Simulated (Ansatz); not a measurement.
`[CH3][Ga]([NH2])[Cl]`, charge 0, multiplicity 1.

Question: Give a relaxed structure at PBE0-D4/def2-TZVP (the Gaussian-basis code of Ansatz). (Best estimate.)

Answer: Ansatz gave: 
Cartesian coordinates in Å:
```
C 0.4848 0.5249 -1.3909
Ga -0.1234 -0.5241 0.1310
N -0.5084 0.0536 1.7966
Cl -0.4068 -2.6542 -0.0806
H -0.2045 0.3945 -2.2267
H 1.4674 0.1732 -1.7102
H 0.5501 1.5851 -1.1448
H -0.4414 1.0101 2.0976
H -0.8178 -0.5632 2.5278
```
Point group Cs.
This is one stationary point; other conformers may exist.
